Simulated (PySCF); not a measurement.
# NMR data sheet: C$_{4}$H$_{5}$FN$_{2}$Si$_{2}$

```yaml
Formula: C4H5FN2Si2
SMILES: N#C/C([SiH3])=C(/C#N)[SiH2]F
InChI: InChI=1S/C4H5FN2Si2/c5-9-4(2-7)3(8)1-6/h9H2,8H3/b4-3+
Point_group_of_the_computed_structure: C1
Degrees_of_unsaturation: 5
Carbon_signals: 4
Proton_signals: 2
```

Atoms are numbered as in `[N:1]#[C:2]/[C:3]([SiH3:4])=[C:5](/[C:6]#[N:7])[SiH2:8][F:9]`. Each H is labelled by its parent atom.

How the numbers were obtained: coordinates at the GFN2-xTB level, NMR shieldings at PBE0/pcSseg-1/GIAO, in PySCF 2.14.0 with density-fitted response routines (relativity neglected, gas phase, equivalent nuclei averaged, one conformer).

Scale: $^{1}$H and $^{13}$C and $^{29}$Si against TMS; $^{19}$F vs CFCl3; $^{15}$N vs NH3 (reference shieldings calculated alike).

| carbon | δC, type | δH (multiplicity) | HMBC from (2–3 bonds) | span of the C tensor (ppm) |
| --- | --- | --- | --- | --- |
| C2 | 122.5, C | – | H(Si4) | 352 |
| C3 | 152.2, C | – | H(Si8), H(Si4) | 284 |
| C5 | 151.5, C | – | H(Si8), H(Si4) | 277 |
| C6 | 122.2, C | – | H(Si8) | 345 |

Other nuclei:
```tsv
atoms	nucleus	environment	δ (ppm)	σ (ppm)
H(Si8)	$^{1}$H	hydrogen on a silicon bonded to C, F	5.50	26.22
H(Si4)	$^{1}$H	hydrogen on a silicon bonded to C	4.55	27.17
F9	$^{19}$F	fluorine bonded to Si	-218.0	388.9
Si8	$^{29}$Si	silicon bonded to C, F, 2 H	-9.7	358.8
Si4	$^{29}$Si	silicon bonded to C, 3 H	-65.4	414.6
N1	$^{15}$N	nitrile nitrogen	360.2	-92.4
N7	$^{15}$N	nitrile nitrogen	359.4	-91.7
```

- Carbon types of the structure: 4 × C, leaving 5 H on heteroatoms.
- δC 152.2, 151.5: fully substituted alkene carbon; as expected for a trigonal carbon in a double bond.
- δC 122.5, 122.2: nitrile carbon; C≡N carbons fall here, among the sp2 signals but without a proton.
- δH 5.50: hydrogen on a silicon bonded to C, F.
- δH 4.55: hydrogen on a silicon bonded to C.

Splittings by $^{19}$F in the carbon and heteronuclear signals aren't shown, as no couplings were computed. Shifts are as computed. Against solution values, carbons near 30 ppm lie about +3 ppm off and those near 130 ppm about +5 ppm. Of 1309 compounds with measured shifts, 239 miss one by over three times the rms of a fit or turn the order of signals round; such compounds aren't used in these exercises. Unscaled 19F shifts against computed CFCl3 carry errors that often reach 10 to 50 ppm. Experimental scales use liquid or dissolved standards, which lie at an offset from isolated NH3 (liquid NH3: subtract about 20 ppm). Unscaled 15N shifts of sp2 nitrogen come out 20 to 40 ppm too high even then. Multiplicities follow the n + 1 count of equivalent neighbours, as no J values were calculated; m marks all less simple cases, F and P coupling included.
